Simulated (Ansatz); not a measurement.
## A rate constant, worked out

An elementary step of GaH5S, closed shell (GaH₃ + H₂S → GaH₃S ([SH][GaH2]) + H₂; Ga–H, H–S broken or loosened, Ga–S, H–H formed or tightened). The start structure is the complex of the reactants, bound by 0.51 eV, and the electronic barrier above it is 0.796 eV by CCSD(T) at an estimated basis limit (MP2 extrapolated from triple and quadruple zeta, plus CCSD(T) − MP2 in triple zeta). Program: Ansatz 0.2.0. Basis: def2-TZVPP and def2-QZVPP. Cores are frozen in the correlated methods. Filled d shells of the heavier atoms are correlated. The def2 sets are not built for correlating such inner shells, so the correlated values are less sure here. Extrapolation: Hartree–Fock as exp(−7.88 √X), correlation as X^−2.97. Harmonic wavenumbers at PBE0-D4/def2-TZVP (Ansatz 0.2.0), in cm⁻¹:

Start: 114, 175, 292, 321, 507, 559, 718, 747, 748, 1202, 1933, 1940, 1948, 2714, 2727.

Saddle: 1094i, 278, 320, 437, 599, 668, 711, 715, 1008, 1206, 1390, 1658, 2015, 2035, 2718.

(1) Work out the transition-state-theory rate constant at 600 K from these numbers alone (harmonic vibrations; rotation, path degeneracy and anharmonicity left out), and the Wigner tunnelling factor. Use 1 cm⁻¹ = 1.2398 × 10⁻⁴ eV and k_B = 8.617 × 10⁻⁵ eV/K.

The T1 diagnostic stays at or below 0.014.

Answers

(1) Zero-point energies, half the sums: start 16645/2 cm⁻¹ = 1.0319 eV; saddle, real modes only, 15758/2 cm⁻¹ = 0.9769 eV.
Barrier with zero-point energy: 0.796 + 0.9769 − 1.0319 = 0.7410 eV.
k_BT = 0.05170 eV, so the barrier is 14.33 k_BT.
Vibrational partition functions from the zero-point level, ln q = −Σ ln(1 − exp(−hν/k_BT)): start 5.115, saddle 2.895.
k = (k_BT/h) exp(ln q‡ − ln q) exp(−E0/k_BT), with log₁₀(k_BT/h in s⁻¹) = 13.10: log₁₀ k = 13.10 + (-2.220 − 14.33)/2.3026 = 5.91, so k ≈ 8 × 10^(5) s⁻¹.
Wigner factor: 1 + (hν‡/k_BT)²/24 = 1 + (2.62)²/24 = 1.29. A change of 1 kcal/mol (0.043 eV) in the barrier would change k by a factor of 2.3 at this temperature.

Exchanges of this kind with a chalcogen hydride build sulfide and selenide films.

Labels in which every atom is bracketed show which atoms are joined, not bond orders.

For scale, one of the runs: CCSD(T)/def2-TZVPP, 160 basis functions, launched by `ansatz run in.yaml --threads 2 --pin off --events-out ev --progress --plain --max-ram 4352MiB`. The run took 29 s on 2 CPU threads of an Arm Neoverse V1 (shared host), with 1.1 GiB of host memory at its peak.
